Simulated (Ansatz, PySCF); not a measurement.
C6H4Cl, SMILES Clc1cc[c]cc1, multiplicity 2. Atoms are numbered in the order given.

```xyz
11

Cl     0.0000     0.0000    -2.1803
C      0.0000     0.0000    -0.4467
C      0.0000    -1.2189     0.2343
C      0.0000    -1.2236     1.6341
C      0.0000     0.0000     2.2641
C      0.0000     1.2236     1.6341
C      0.0000     1.2189     0.2343
H      0.0000    -2.1536    -0.3300
H      0.0000    -2.1678     2.1849
H      0.0000     2.1678     2.1849
H      0.0000     2.1535    -0.3300
```
Charge 0, spin multiplicity 2.

Geometry: PBE0-D3(BJ)/def2-SVP. The isomer is the one that the SMILES or the coordinates give; other isomers of the formula were not compared.

Two levels are set side by side: PBE-D3(BJ)/def2-SVP (Ansatz, a first-principles code) and PBE0-D3(BJ)/def2-SVP (Ansatz). Each level has its own optimised geometry; the coordinates shown are those of the second. Frequencies come from the Hessian of PySCF at each geometry. Differences are taken from unrounded values.

```csv
quantity,PBE0-D3(BJ)
mean bond length (Å),1.313
bond Cl1–C2 (Å),1.734
bond C2–C3 (Å),1.396
bond C2–C7 (Å),1.396
bond C3–C4 (Å),1.400
bond C4–C5 (Å),1.376
bond C5–C6 (Å),1.376
bond C6–C7 (Å),1.400
bond C3–H8 (Å),1.092
bond C4–H9 (Å),1.093
bond C6–H10 (Å),1.093
bond C7–H11 (Å),1.092
highest harmonic wavenumber (cm⁻¹),3231
mean harmonic wavenumber (cm⁻¹),1278
zero-point energy (kcal/mol),49.32
```

Task: What does PBE-D3(BJ) give, and how far is it from PBE0-D3(BJ)? (An estimate is asked for; the answer gives what the named calculation found.)

Result: 
```json
[
 {"quantity": "mean bond length (Å)", "PBE-D3(BJ)": "1.323", "PBE-D3(BJ) minus PBE0-D3(BJ)": "0.009"},
 {"quantity": "bond Cl1–C2 (Å)", "PBE-D3(BJ)": "1.747", "PBE-D3(BJ) minus PBE0-D3(BJ)": "0.013"},
 {"quantity": "bond C2–C3 (Å)", "PBE-D3(BJ)": "1.406", "PBE-D3(BJ) minus PBE0-D3(BJ)": "0.010"},
 {"quantity": "bond C2–C7 (Å)", "PBE-D3(BJ)": "1.406", "PBE-D3(BJ) minus PBE0-D3(BJ)": "0.010"},
 {"quantity": "bond C3–C4 (Å)", "PBE-D3(BJ)": "1.411", "PBE-D3(BJ) minus PBE0-D3(BJ)": "0.011"},
 {"quantity": "bond C4–C5 (Å)", "PBE-D3(BJ)": "1.384", "PBE-D3(BJ) minus PBE0-D3(BJ)": "0.008"},
 {"quantity": "bond C5–C6 (Å)", "PBE-D3(BJ)": "1.384", "PBE-D3(BJ) minus PBE0-D3(BJ)": "0.008"},
 {"quantity": "bond C6–C7 (Å)", "PBE-D3(BJ)": "1.411", "PBE-D3(BJ) minus PBE0-D3(BJ)": "0.011"},
 {"quantity": "bond C3–H8 (Å)", "PBE-D3(BJ)": "1.100", "PBE-D3(BJ) minus PBE0-D3(BJ)": "0.008"},
 {"quantity": "bond C4–H9 (Å)", "PBE-D3(BJ)": "1.101", "PBE-D3(BJ) minus PBE0-D3(BJ)": "0.008"},
 {"quantity": "bond C6–H10 (Å)", "PBE-D3(BJ)": "1.101", "PBE-D3(BJ) minus PBE0-D3(BJ)": "0.008"},
 {"quantity": "bond C7–H11 (Å)", "PBE-D3(BJ)": "1.100", "PBE-D3(BJ) minus PBE0-D3(BJ)": "0.008"},
 {"quantity": "highest harmonic wavenumber (cm⁻¹)", "PBE-D3(BJ)": "3136", "PBE-D3(BJ) minus PBE0-D3(BJ)": "-95"},
 {"quantity": "mean harmonic wavenumber (cm⁻¹)", "PBE-D3(BJ)": "1233", "PBE-D3(BJ) minus PBE0-D3(BJ)": "-45"},
 {"quantity": "zero-point energy (kcal/mol)", "PBE-D3(BJ)": "47.58", "PBE-D3(BJ) minus PBE0-D3(BJ)": "-1.74"}
]
```

GGA bonds tend to be longer and softer than those of functionals with exact exchange. Differences between two approximate levels are no errors against the true value.
